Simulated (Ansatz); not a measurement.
Ansatz (a program for electronic structure) input (B3LYP/6-31G* with LANL2DZ past Ar): The .json file joins the Basis Set Exchange's 6-31G* for atoms up to Ar and LANL2DZ past it.

Ansatz 0.2 input:
```yaml
crystal:
  periodic: [false, false, false]
  atoms:
    - {symbol: Br, position_ang: [-0.00000000, -0.00000000, -1.78009069]}
    - {symbol: B, position_ang: [0.00000000, 0.00000000, 0.00000000]}
    - {symbol: Br, position_ang: [0.00000000, 0.00000000, 1.78009069]}
basis:
  gaussian:
    orbitals: 6-31Gs+LANL2DZ.json
hamiltonian:
  xc: {name: B3LYP}
total_charge: 1
phonons: {temperatures: {t_min: 298.15, t_max: 298.15, t_step: 100}}
```

Output:

```
WARN ansatz: RAYON_NUM_THREADS=1 ignored (pool sized by the plan → 1); use --threads N
Functional definition: B3LYP
integrals: 0.01 GiB planned
442 factors; integrals over basis functions are off by at most 3.6e-4 eV
mean field: 0.08 GiB planned
mean field evaluation 1: about -1384.6184 eV, gradient 8.6e0 eV
mean field evaluation 2: about -1384.8039 eV, gradient 5.5e0 eV
mean field evaluation 4: about -1384.9027 eV, gradient 1.3e-1 eV
mean field evaluation 8: about -1384.9019 eV, gradient 7.3e-4 eV
mean field -1384.90192131 eV, -50.8942068879 hartree, gradient 5.4e-6 eV, S^2 0.000000; 0 other end points of the search recorded, 0 dependent functions left out
the calculation of the forces begins
reference -1384.90210922 eV, -50.8942137933 hartree; 9, 9 occupied and 22, 22 virtual orbitals, 442 factors
these checks for a lower state are left out or cut short: stability, starts, cluster_reference, orbital_swaps, neighbouring_geometries, increment
integrals: 0.01 GiB planned
442 factors; integrals over basis functions are off by at most 3.6e-4 eV
mean field: 0.08 GiB planned
mean field evaluation 16: about -1384.9019 eV, gradient 6.4e-5 eV
mean field -1384.90191927 eV, -50.8942068130 hartree, gradient 1.8e-6 eV, S^2 0.000000; 0 other end points of the search recorded, 0 dependent functions left out
the calculation of the forces begins
reference -1384.90210718 eV, -50.8942137185 hartree; 9, 9 occupied and 22, 22 virtual orbitals, 442 factors
these checks for a lower state are left out or cut short: stability, starts, cluster_reference, orbital_swaps, neighbouring_geometries, increment
integrals: 0.01 GiB planned
442 factors; integrals over basis functions are off by at most 3.6e-4 eV
mean field: 0.08 GiB planned
mean field -1384.90191927 eV, -50.8942068130 hartree, gradient 1.8e-6 eV, S^2 0.000000; 0 other end points of the search recorded, 0 dependent functions left out
the calculation of the forces begins
reference -1384.90210718 eV, -50.8942137184 hartree; 9, 9 occupied and 22, 22 virtual orbitals, 442 factors
these checks for a lower state are left out or cut short: stability, starts, cluster_reference, orbital_swaps, neighbouring_geometries, increment
integrals: 0.01 GiB planned
442 factors; integrals over basis functions are off by at most 3.6e-4 eV
mean field: 0.08 GiB planned
mean field evaluation 32: about -1384.9019 eV, gradient 2.7e-6 eV
mean field -1384.90191927 eV, -50.8942068130 hartree, gradient 1.8e-6 eV, S^2 0.000000; 0 other end points of the search recorded, 0 dependent functions left out
the calculation of the forces begins
reference -1384.90210718 eV, -50.8942137185 hartree; 9, 9 occupied and 22, 22 virtual orbitals, 442 factors
these checks for a lower state are left out or cut short: stability, starts, cluster_reference, orbital_swaps, neighbouring_geometries, increment
integrals: 0.01 GiB planned
442 factors; integrals over basis functions are off by at most 3.6e-4 eV
mean field: 0.08 GiB planned
mean field -1384.90191927 eV, -50.8942068130 hartree, gradient 1.8e-6 eV, S^2 0.000000; 0 other end points of the search recorded, 0 dependent functions left out
the calculation of the forces begins
reference -1384.90210718 eV, -50.8942137185 hartree; 9, 9 occupied and 22, 22 virtual orbitals, 442 factors
these checks for a lower state are left out or cut short: stability, starts, cluster_reference, orbital_swaps, neighbouring_geometries, increment
integrals: 0.01 GiB planned
442 factors; integrals over basis functions are off by at most 3.6e-4 eV
mean field: 0.08 GiB planned
mean field -1384.90182363 eV, -50.8942032982 hartree, gradient 2.3e-6 eV, S^2 0.000000; 0 other end points of the search recorded, 0 dependent functions left out
the calculation of the forces begins
reference -1384.90201151 eV, -50.8942102027 hartree; 9, 9 occupied and 22, 22 virtual orbitals, 442 factors
these checks for a lower state are left out or cut short: stability, starts, cluster_reference, orbital_swaps, neighbouring_geometries, increment
integrals: 0.01 GiB planned
442 factors; integrals over basis functions are off by at most 3.6e-4 eV
mean field: 0.08 GiB planned
mean field -1384.90183814 eV, -50.8942038316 hartree, gradient 8.0e-7 eV, S^2 0.000000; 0 other end points of the search recorded, 0 dependent functions left out
the calculation of the forces begins
reference -1384.90202608 eV, -50.8942107380 hartree; 9, 9 occupied and 22, 22 virtual orbitals, 442 factors
these checks for a lower state are left out or cut short: stability, starts, cluster_reference, orbital_swaps, neighbouring_geometries, increment
integrals: 0.01 GiB planned
442 factors; integrals over basis functions are off by at most 3.6e-4 eV
mean field: 0.08 GiB planned
mean field -1384.90191315 eV, -50.8942065881 hartree, gradient 1.1e-6 eV, S^2 0.000000; 0 other end points of the search recorded, 0 dependent functions left out
the calculation of the forces begins
reference -1384.90210106 eV, -50.8942134935 hartree; 9, 9 occupied and 22, 22 virtual orbitals, 442 factors
these checks for a lower state are left out or cut short: stability, starts, cluster_reference, orbital_swaps, neighbouring_geometries, increment
integrals: 0.01 GiB planned
442 factors; integrals over basis functions are off by at most 3.6e-4 eV
mean field: 0.08 GiB planned
mean field evaluation 64: about -1384.9019 eV, gradient 5.1e-5 eV
mean field -1384.90191315 eV, -50.8942065881 hartree, gradient 1.1e-6 eV, S^2 0.000000; 0 other end points of the search recorded, 0 dependent functions left out
the calculation of the forces begins
reference -1384.90210106 eV, -50.8942134935 hartree; 9, 9 occupied and 22, 22 virtual orbitals, 442 factors
these checks for a lower state are left out or cut short: stability, starts, cluster_reference, orbital_swaps, neighbouring_geometries, increment
integrals: 0.01 GiB planned
442 factors; integrals over basis functions are off by at most 3.6e-4 eV
mean field: 0.08 GiB planned
mean field -1384.90191315 eV, -50.8942065881 hartree, gradient 1.1e-6 eV, S^2 0.000000; 0 other end points of the search recorded, 0 dependent functions left out
the calculation of the forces begins
reference -1384.90210106 eV, -50.8942134935 hartree; 9, 9 occupied and 22, 22 virtual orbitals, 442 factors
these checks for a lower state are left out or cut short: stability, starts, cluster_reference, orbital_swaps, neighbouring_geometries, increment
integrals: 0.01 GiB planned
442 factors; integrals over basis functions are off by at most 3.6e-4 eV
mean field: 0.08 GiB planned
mean field -1384.90191315 eV, -50.8942065881 hartree, gradient 1.1e-6 eV, S^2 0.000000; 0 other end points of the search recorded, 0 dependent functions left out
the calculation of the forces begins
reference -1384.90210106 eV, -50.8942134935 hartree; 9, 9 occupied and 22, 22 virtual orbitals, 442 factors
these checks for a lower state are left out or cut short: stability, starts, cluster_reference, orbital_swaps, neighbouring_geometries, increment
integrals: 0.01 GiB planned
442 factors; integrals over basis functions are off by at most 3.6e-4 eV
mean field: 0.08 GiB planned
mean field -1384.90174947 eV, -50.8942005730 hartree, gradient 1.3e-6 eV, S^2 0.000000; 0 other end points of the search recorded, 0 dependent functions left out
the calculation of the forces begins
reference -1384.90193738 eV, -50.8942074785 hartree; 9, 9 occupied and 22, 22 virtual orbitals, 442 factors
these checks for a lower state are left out or cut short: stability, starts, cluster_reference, orbital_swaps, neighbouring_geometries, increment
integrals: 0.01 GiB planned
442 factors; integrals over basis functions are off by at most 3.6e-4 eV
mean field: 0.08 GiB planned
mean field evaluation 96: about -1384.9017 eV, gradient 1.3e-6 eV
mean field -1384.90174947 eV, -50.8942005730 hartree, gradient 1.3e-6 eV, S^2 0.000000; 0 other end points of the search recorded, 0 dependent functions left out
the calculation of the forces begins
reference -1384.90193738 eV, -50.8942074785 hartree; 9, 9 occupied and 22, 22 virtual orbitals, 442 factors
Total energy: -1384.90210922 eV, -50.8942137933 hartree
Atom 0 at    -0.000000    -0.000000    -1.780091 Å, force     0.000000    -0.000000    -0.002753 eV/Å
Atom 1 at     0.000000     0.000000     0.000000 Å, force    -0.000000    -0.000000     0.000000 eV/Å
Atom 2 at     0.000000     0.000000     1.780091 Å, force     0.000000     0.000000     0.002753 eV/Å
Dipole moment:    -0.000000     0.000000     0.000000 e Å
Vibrations: 264.81 264.81 321.53 1215.25 cm⁻¹, zero-point energy 0.128100 eV
```

The blocks after the first are displaced geometries, from whose forces the wavenumbers follow.

The dipole moment of an ion depends on the origin.
